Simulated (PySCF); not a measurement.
Cl₄Fe, charge -1, sextet, geometry from GFN2-xTB (such geometries of metal compounds can be far from the true shape). Base run: PySCF with HF/6-31G.

PySCF was given this input:
```python
from pyscf import gto, scf

mol = gto.M(
    atom='''
Fe   -0.00000000   -0.00000000   -0.00000000
Cl    1.71855113   -0.56358205   -1.20848796
Cl    0.65566275    0.46239914    2.02182572
Cl   -0.95592471    1.74942799   -0.87016982
Cl   -1.41828916   -1.64824508    0.05683206
''',
    basis='6-31g',
    charge=-1,
    spin=5,
    verbose=4,
)

mf = scf.UHF(mol)
mf.kernel()
```

Variants of this job, named by their change:

| change | ΔE vs base (mEh) | fitting functions | outcome |
|---|---|---|---|
| base | 0.000 | - | converged |
| auxbasis = autoaux | 1.911 | 729 | converged |
| auxbasis = cc-pvtz-jkfit | - | - | input refused |
| auxbasis = def2-svp-ri | -2386.9 | 391 | converged |
| auxbasis = even-tempered beta=3.0 | -1.550 | 508 | converged |
| auxbasis = cc-pvdz-jkfit | - | - | input refused |
| auxbasis = default (with mf = mf.density_fit()) | - | - | input refused |
| auxbasis = def2-universal-jfit | 13771.9 | 293 | converged |
| auxbasis = def2-tzvp-ri | -4335.5 | 634 | converged |
| auxbasis = cc-pvqz-jkfit | - | - | input refused |

A fitting set is made for a task (jfit for Coulomb, jkfit for Coulomb and exchange, ri for correlation) and for a family of orbital bases.

Open shells are given as the SCF converged; they aren't shown to be the lowest states, and a large step between rows can be another state.

- auxbasis = cc-pvtz-jkfit: ended with `pyscf.lib.exceptions.BasisNotFoundError: Basis set not found for Fe in cc-pvtz-jkfit`
- auxbasis = cc-pvdz-jkfit: ended with `pyscf.lib.exceptions.BasisNotFoundError: Basis set not found for Fe in cc-pvdz-jkfit`
- auxbasis = default (with mf = mf.density_fit()): ended with `pyscf.lib.exceptions.BasisNotFoundError: Basis set not found for Fe in cc-pvdz-jkfit`
